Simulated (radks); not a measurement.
Problem. These are the eigenvalues of the occupied orbitals of an atom or ion with whole-number occupations (hartree). All-electron calculation, Dirac Kohn-Sham, PBE, spin-unpolarised, spherical densities, point nucleus. Program: a radial shooting solver on a logarithmic mesh with Libxc functionals.

orbital  eigenvalue
1s1/2     -2793.990
2s1/2     -488.5978
2p1/2     -467.9864
2p3/2     -408.1654
3s1/2     -114.4691
3p1/2     -105.2495
3p3/2     -92.15089
3d3/2     -76.78506
3d5/2     -73.95508
4s1/2     -24.62516
4p1/2     -20.73706
4p3/2     -17.63927
4d3/2     -11.27371
4d5/2     -10.69880
5s1/2      -3.85659
5p1/2      -2.63807
4f5/2      -2.60480
4f7/2      -2.49019
5p3/2      -2.14020
5d3/2      -0.55452
5d5/2      -0.50830
6s1/2      -0.46552
7f5/2      -0.01054

Which element is it, and in what charge state? The configuration may be excited. Open shells, if any, fill j = l - 1/2 first.

Solution. Z = 77, iridium, charge 0: Ir in [Xe] 4f14 5d7 6s1 7f1. The list shows which subshells hold electrons but not how many an open one holds; the 1s level, -2794 hartree, gives Z - s = 74.8 by -(Z - s)^2/2, which with screening and relativity narrows Z to a few neighbours, and the depths of the outer levels then fix element, charge and occupations together.
